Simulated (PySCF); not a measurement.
**Spin-rotation constants: SMILES C[C@]12CC[C@]3(C)[C@H]1[C@H]23, C₈H₁₂**

Cartesian coordinates in Å; atom numbers follow the order of the lines, from 1:
```xyz
20

C    -2.336   -0.889   -0.588
C    -0.960   -0.464   -0.157
C    -0.245   -1.260    0.930
C     1.082   -0.499    1.046
C     0.895    0.601    0.005
C     1.998    1.599   -0.208
C    -0.555    0.981   -0.090
C     0.040    0.102   -1.125
H    -2.315   -1.907   -0.975
H    -3.024   -0.861    0.256
H    -2.713   -0.230   -1.366
H    -0.105   -2.298    0.627
H    -0.814   -1.248    1.861
H     1.234   -0.075    2.039
H     1.942   -1.123    0.804
H     2.205    2.139    0.715
H     1.720    2.317   -0.976
H     2.912    1.094   -0.519
H    -1.086    1.907   -0.091
H     0.120    0.124   -2.189
```

The calculation used GIAO PBE0/pcSseg-1 magnetisability, rotational g tensor and spin-rotation constants, non-relativistic, gas phase (PySCF). Geometry: GFN2-xTB.

Q: Give the nuclear spin-rotation constants along the inertial axes (H = +C I·J) beside the isotropic shieldings.

A: Rotational constants 4.2026, 1.8565, 1.4674 GHz. A star marks the isotopologue with that one atom substituted, in its own axes.
| atom | isotope | Caa (kHz) | Cbb (kHz) | Ccc (kHz) | mean (kHz) | σ (ppm) |
| --- | --- | --- | --- | --- | --- | --- |
| H9 | 1H | -0.342 | -0.167 | -0.031 | -0.180 | 30.3 |
| H10 | 1H | -0.342 | -0.168 | -0.031 | -0.180 | 30.3 |
| H11 | 1H | -0.488 | 0.051 | -0.166 | -0.201 | 30.8 |
| H12 | 1H | -0.371 | -0.151 | -0.028 | -0.183 | 30.3 |
| H13 | 1H | -0.371 | -0.151 | -0.027 | -0.183 | 30.3 |
| H14 | 1H | -0.371 | -0.151 | -0.028 | -0.183 | 30.3 |
| H15 | 1H | -0.371 | -0.151 | -0.027 | -0.183 | 30.3 |
| H16 | 1H | -0.341 | -0.167 | -0.031 | -0.180 | 30.3 |
| H17 | 1H | -0.488 | 0.051 | -0.166 | -0.201 | 30.8 |
| H18 | 1H | -0.342 | -0.168 | -0.031 | -0.180 | 30.3 |
| H19 | 1H | -0.492 | -0.102 | -0.034 | -0.210 | 30.0 |
| H20 | 1H | -0.492 | -0.102 | -0.034 | -0.210 | 30.0 |
| C1 | 13C* | 0.529 | 0.263 | 0.217 | 0.337 | 170.2 |
| C2 | 13C* | 0.697 | 0.322 | 0.303 | 0.441 | 142.5 |
| C3 | 13C* | 0.704 | 0.273 | 0.291 | 0.423 | 149.6 |
| C7 | 13C* | 0.374 | 0.226 | 0.316 | 0.305 | 168.9 |

For the geometry as given, no vibrational averaging.

Q: How do the rotational constants and the g tensor change when H9, H10, H11, H12, H13, H14, H15, H16, H17, H18, H19, H20 are replaced by deuterium?

A: Constants 3.2410, 1.4922, 1.1894 GHz; g 0.0178, 0.0044, 0.0008, against 0.0231, 0.0055, 0.0009 before.
